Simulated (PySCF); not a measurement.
Coordinates in bohr (charge 0 multiplicity 1):
```
Hf    0.2408    0.3579    0.0000
S    -0.0019   -3.8589    0.0000
O    -1.2376    1.7645    3.0337
O    -1.2376    1.7645   -3.0337
H    -2.1213    1.2854    4.5431
H    -2.1213    1.2854   -4.5431
```

Method: PBE0 in PySCF with Hf def2-SVP with ECP60, S def2-SVP, O def2-SVP, H def2-SVP; scalar-relativistic core potentials, no spin–orbit coupling; density-fitted integrals.

This geometry of HfS(OH)₂ is a stationary point at this level.

Task: What is the point group?

Result: Cs.

Task: Is it a minimum?

Result: Yes: all harmonic wavenumbers are real.

Task: List the harmonic modes with their infrared intensities.

Result: 
| symmetry | ω (cm⁻¹) | IR (km/mol) |
| --- | --- | --- |
| a' | 105 | 8.8 |
| a'' | 145 | 8.0 |
| a' | 174 | 5.8 |
| a' | 337 | 324 |
| a'' | 355 | 1.7 |
| a'' | 482 | 149 |
| a' | 496 | 26.1 |
| a' | 502 | 220 |
| a'' | 689 | 123 |
| a' | 698 | 62.9 |
| a'' | 3968 | 362 |
| a' | 3972 | 96.1 |

Task: Give the ideal-gas entropy at 298.15 K and 1 bar by parts.

Result: translation 177.5, rotation 113.1, vibration 56.5, spin 0.0; total 347.1 J/(mol K).

Stability towards spin polarisation was not tested. Only a few start shapes were tried, so a lower isomer may exist. With an element this heavy the missing spin–orbit coupling can shift these numbers.
